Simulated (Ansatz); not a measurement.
A nudged elastic band was laid between two geometries of BCl2F + H2 (6 atoms, charge 0, multiplicity 1).

Level of theory: RKS PBE-D4/def2-SVP (Ansatz 0.2.0).

```
movable images  : 9
climbing image  : yes
spring          : 5.0 eV/Å²
optimiser       : quadratic models (default)
start path      : through a guess of the saddle point
force threshold : 0.03 eV/Å
iteration limit : 52
end points      : relaxed
```

Image 0:

```xyz
6
Properties=species:S:1:pos:R:3
B -0.024 0.530 0.104
Cl -0.005 0.930 1.812
F 1.119 0.285 -0.516
Cl -1.522 0.457 -0.804
H -0.292 -2.568 0.586
H -0.105 -2.282 1.275
```

Image 10:

```xyz
6
Properties=species:S:1:pos:R:3
B -0.077 -0.369 -0.581
Cl -0.023 -0.099 2.512
F 1.082 0.255 -0.727
Cl -1.564 0.509 -0.911
H -0.103 -1.553 -0.324
H -0.142 -1.391 2.488
```

Which bonds break or form, and what moves?

Bonds broken: B1–Cl2, H5–H6. Bonds formed: B1–H5, Cl2–H6. BCl2F + H2 becomes BClFH + ClH.

What energy profile does the band end with?

The forces met the threshold. The highest image is number 6 of 0 to 10, 128.1 kJ/mol above the first end and 63.6 kJ/mol above the last; the last end lies 64.5 kJ/mol above the first. A vibrational analysis at the climbing image gives one clearly imaginary mode, 725i cm⁻¹: a first-order saddle point. The orbitals stay closed-shell, which can raise the energy where a bond breaks towards radicals; this wasn't checked here.

| image | path coordinate (Å) | energy (kJ/mol) | B1–Cl2 (Å) | H5–H6 (Å) | B1–H5 (Å) |
| --- | --- | --- | --- | --- | --- |
| 0 | 0.00 | 0.0 | 1.75 | 0.77 | 3.15 |
| 1 | 0.36 | 1.0 | 1.75 | 0.77 | 2.84 |
| 2 | 0.72 | 5.6 | 1.76 | 0.77 | 2.52 |
| 3 | 1.08 | 18.3 | 1.77 | 0.77 | 2.19 |
| 4 | 1.44 | 46.0 | 1.81 | 0.78 | 1.84 |
| 5 | 1.79 | 93.1 | 1.92 | 0.86 | 1.52 |
| 6 | 2.15 | 128.1 | 2.13 | 1.08 | 1.32 |
| 7 | 2.60 | 92.5 | 2.53 | 1.46 | 1.23 |
| 8 | 3.05 | 70.5 | 2.94 | 1.83 | 1.22 |
| 9 | 3.51 | 66.0 | 3.10 | 2.29 | 1.21 |
| 10 | 3.96 | 64.5 | 3.11 | 2.82 | 1.21 |

What is the geometry of the highest image?


```xyz
6
Properties=species:S:1:pos:R:3
B -0.075 -0.299 0.030
Cl -0.077 0.103 2.118
F 1.115 0.072 -0.450
Cl -1.581 0.257 -0.720
H -0.124 -1.604 0.243
H -0.087 -1.177 1.237
```

What are the harmonic wavenumbers there?

725i, 187, 274, 385, 670, 752, 832, 1024, 1260, 1325, 1593, 2124 cm⁻¹.

The band took 45 iterations and roughly 11 core-minutes.

Run time: 11 min on 1 thread of Intel(R) Xeon(R) Platinum 8488C (Sapphire Rapids), with other jobs on the host, peak memory 0.14 GiB.
